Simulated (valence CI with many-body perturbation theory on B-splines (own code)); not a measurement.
# Questions on Ar V

Method: relativistic CI+MBPT: four valence electrons over a frozen Dirac-Fock core [Ne], radial functions for each j: 9 s, 9 p, 8 d, 6 f, 3 g, 1 h, with the one-electron correlation potential Σ1, the two-electron term Σ2, the three-electron term Σ3, Breit, model QED; selected CI, second order for the rest, scaled by the run's own slope (own B-spline code, finite nucleus).

Set against measurement, 24 paired levels are off by 125 cm⁻¹ on average, the worst by 343. These come from a selection out of Saloman, J. Phys. Chem. Ref. Data 39, 033101 (2010). Levels without a partner in it may be off by more. Among the levels kept, up to 270 cm⁻¹ of a level comes from second order outside the variational space, and about a tenth of that is noise between levels of different J, which matters for small intervals. 2 measured levels below the end of the list, from 252141 cm⁻¹ on, found no clear computed partner, and computed levels of the same name lie up to 6142 cm⁻¹ from them.

Rates and lifetimes use the calculated energies. Strong lines usually hold to 10 to 20 %, long lifetimes can be off by a factor of two.

(1) What is the ground level?

(2) Name the longest-lived excited levels whose lifetime is computed, and their main decay.

(3) How well does LS coupling describe the low levels?

(4) What is the ionisation energy?

(5) How is the term 3P of the ground level split?

Results:

(1) 3s2.3p2 3P_0, composition 95 % 3s2.3p2 3P.

(2) 3s2.3p2 3P_1 at 764 cm⁻¹ lives 125 s, mostly by M1 to 3s2.3p2 3P_0; 3s2.3p2 3P_2 at 2033 cm⁻¹ lives 36.3 s, mostly by M1 to 3s2.3p2 3P_1; 3s2.3p2 1D_2 at 16417 cm⁻¹ lives 1.34 s, mostly by M1 to 3s2.3p2 3P_2.

(3) Among the lowest 20 levels the leading LS term, summed over configurations, holds 99 % on average. For single configurations the figures are 87 % in LS and 60 % in jj coupling. Terms mix most in the J = 1 level at 191810 cm⁻¹, where the leading one holds 92 %.

(4) 74.733 eV; NIST lists 74.84 ± 0.17 eV (semi-empirical).

(5) J = 0 at 0.0, J = 1 at 764, J = 2 at 2033 cm⁻¹.
